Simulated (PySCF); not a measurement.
BrCdHSe. Atoms are numbered in the order given.

```xyz
4

Cd    -0.0090     0.0087     0.0000
Br     0.0065     2.4280     0.0000
Se    -0.0362    -2.4389     0.0000
H      1.4369    -2.4716     0.0000
```
Charge 0, spin multiplicity 1.

The structure is a stationary point at r2SCAN-D4/def2-SVP. The def2 effective core potentials stand for the cores of Cd; spin–orbit coupling is left out. The values are those of a single conformer.

Method: PBE/def2-TZVPD (PySCF).

Symmetry labels are those of the subgroup Cs that the program uses (full group Cs).

Problem. List the valence orbital energies around the gap with their symmetry. (Estimate from the structure and the level; the computed values follow.)

Solution. 
```
orbital  symmetry  energy (eV)
-------  --------  -----------
HOMO−7         A"       -13.62
HOMO−6         A'       -13.62
HOMO−5         A'        -9.74
HOMO−4         A'        -8.86
HOMO−3         A'        -7.67
HOMO−2         A"        -7.10
HOMO−1         A'        -7.07
HOMO           A"        -6.18
LUMO           A'        -2.79
LUMO+1         A'        -1.64
LUMO+2         A"        -1.24
LUMO+3         A'        -0.92
```
